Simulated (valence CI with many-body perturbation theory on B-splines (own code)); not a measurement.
# Os53+: what the settings do

Calculated by configuration interaction combined with many-body perturbation theory (CI+MBPT): five valence electrons over a frozen Dirac-Fock core [Ar], a basis of 6 s, 6 p, 5 d, 5 f, 1 g functions for each j, with the one-electron correlation potential Σ1 (screened to all orders), the two-electron term Σ2, the three-electron term Σ3, Breit, model QED; selected single and double excitations, second order for the rest, scaled by the run's own slope (own B-spline code, finite nucleus).

The last digits are not significant, and no measured levels were compared; by estimate large intervals hold to a few tenths of a per cent, small ones and those within an open d or f shell to about a per cent. Among the levels kept, up to 410 cm⁻¹ of a level comes from second order outside the variational space, and about a tenth of that is noise between levels of different J, which matters for small intervals. Only levels of the ground parity were solved; by the run's estimate the other parity begins above the list, which can be wrong where configurations are misplaced.

The reference run has the lowest level (3d3/2^4 3d5/2) J=5/2 and an ionisation energy of 5051.93 eV. Its largest variational space holds 9999 state functions.

Levels are named by their leading jj configuration (3d3/2^4 stands for four electrons in 3d with j = 3/2), which in mixed levels can hold well under half, so a name can repeat and another be missing. Letters in brackets count levels of one name in rising energy.

Changed runs:
A. scale of Σ2 1 → 1.2
B. correlating orbitals by l 3 3 3 3 1 → 4 4 0 0 0
C. size limit of the variational space 10000 → 3000
D. scale of Σ1 1 → 0 (bad on purpose)

Excitation energies of the reference run in cm⁻¹, and shifts in cm⁻¹:

| Level | Reference | A | B | C | D |
| --- | --- | --- | --- | --- | --- |
| (3d3/2^3 3d5/2^2) J=5/2 [a] | 545240 | +1163 | -1754 | -108 | -2251 |
| (3d3/2^3 3d5/2^2) J=7/2 [a] | 641553 | +848 | -441 | +192 | -2181 |
| (3d3/2^3 3d5/2^2) J=11/2 | 651493 | +1517 | -815 | -80 | -2256 |
| (3d3/2^3 3d5/2^2) J=3/2 [a] | 658010 | +423 | -95 | +24 | -2289 |
| (3d3/2^3 3d5/2^2) J=9/2 | 699241 | +855 | +46 | +256 | -2307 |
| (3d3/2^3 3d5/2^2) J=5/2 [b] | 731625 | +11 | +649 | +144 | -2352 |
| (3d3/2^3 3d5/2^2) J=1/2 | 764353 | -199 | +955 | -621 | -2439 |
| (3d3/2^3 3d5/2^2) J=7/2 [b] | 768297 | +149 | +1049 | +311 | -2252 |
| (3d3/2^3 3d5/2^2) J=3/2 [b] | 914638 | -538 | +3110 | +197 | -2536 |
| (3d3/2^2 3d5/2^3) J=5/2 [a] | 1177660 | +1811 | -1933 | -44 | -4485 |
| (3d3/2^2 3d5/2^3) J=7/2 [a] | 1250880 | +1569 | -1294 | +126 | -4542 |
| (3d3/2^2 3d5/2^3) J=11/2 | 1253310 | +2388 | -1772 | +228 | -4533 |
| Ionisation energy (eV) | 5051.93 | +2.20 | -0.59 | -0.09 | -2.27 |
